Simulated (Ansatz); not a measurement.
The same substitution along the group B, Al, In.

Program: Ansatz. Geometries: PBE0-D4/def2-TZVP. ΔE: electronic, gas phase. CCSD(T)/CBS is the MP2 limit (def2-TZVPP, def2-QZVPP) plus CCSD(T) − MP2 in def2-TZVPP, frozen cores. This one scheme is used for every species. Functionals use def2-TZVPP. def2 core potentials past Kr. For In outer-core shells are correlated without core-valence functions, which leaves a few kJ/mol of doubt a bond. Each species was taken in one conformer, which may not be the lowest.

| reaction | CCSD(T)/CBS(def2) (eV) |
| --- | --- |
| `BC1C[SiH2]1` + CH₃NH₂ → `CNC1C[SiH2]1` + BH₃ | ? |
| `[AlH2][CH]1C[SiH2]1` + CH₃NH₂ → `CNC1C[SiH2]1` + `[AlH3]` | 0.97 |
| `[InH2][CH]1C[SiH2]1` + CH₃NH₂ → `CNC1C[SiH2]1` + `[InH3]` | 0.73 |

(1) Fill in the missing values. (An estimate is asked.)

Largest T1 diagnostic: 0.014, for `[InH3]`.

Results:

(1) The calculation gave: `BC1C[SiH2]1` + CH₃NH₂ → `CNC1C[SiH2]1` + BH₃: +1.36 eV.
